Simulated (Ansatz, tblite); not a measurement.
Cost and result up the ladder for the cluster Te2As⁺ (3 atoms). The state is a singlet with charge 1. Geometry: PBE0-D4/def2-TZVP.

| atom | x (Å) | y (Å) | z (Å) |
| --- | --- | --- | --- |
| As1 | -0.107 | -1.310 | -0.254 |
| Te2 | 1.362 | 0.448 | 0.641 |
| Te3 | -1.255 | 0.862 | -0.387 |

Ansatz on 4 threads of Arm Neoverse V1 on a shared host; xTB runs through tblite on one thread. Times are rough, summed over both states, and most runs start from the orbitals of an earlier one. ωB97M-V/def2-TZVP serves as the yardstick here, not as an exact answer. The other state is a triplet at its own geometry.

In the def2 sets Te takes a core potential; there is no spin–orbit coupling. The xTB rows come from tblite. B3LYP takes the VWN-RPA correlation. HSE06 is defined as in plane-wave codes, on full-range PBE exchange. Correlated methods freeze 17 core orbitals; core or outer-core shells of As, Te are correlated, in sets that lack core-valence functions. The structure comes from a short search, and lower isomers may exist.

Run but left out: HF/STO-3G (singlet: restricted singlet, unstable in another Hartree–Fock run and untested here); HF/def2-TZVP, r2SCAN-D4/def2-TZVP, B2PLYP/def2-TZVP, PBE-QIDH/def2-TZVP (singlet: restricted singlet, unstable towards broken spin symmetry).

Correlated methods converge slowly with the basis.

xTB has no spin-polarisation term.

```
             level  functions  wall time  triplet − singlet (eV)  difference from ωB97M-V/def2-TZVP (eV)                            remarks
          GFN1-xTB         27    0.007 s                    1.10                                    1.13                                  –
          GFN2-xTB         27    0.008 s                    0.78                                    0.81                                  –
  PBE-D4/def2-TZVP        148      3.8 s                    0.16                                    0.19                                  –
B3LYP-D4/def2-TZVP        148      6.3 s                    0.08                                    0.11                                  –
     MP2/def2-TZVP        148      6.3 s                    0.18                                    0.21  restricted SCF unstable (singlet)
HSE06-D4/def2-TZVP        148      6.5 s                   -0.02                                    0.01                                  –
 PBE0-D4/def2-TZVP        148      6.7 s                   -0.03                                    0.00                                  –
 RPA@PBE/def2-TZVP        148      8.6 s                    0.25                                    0.27                                  –
 ωB97M-V/def2-TZVP        148       21 s                   -0.03                                    0.00                                  –
```
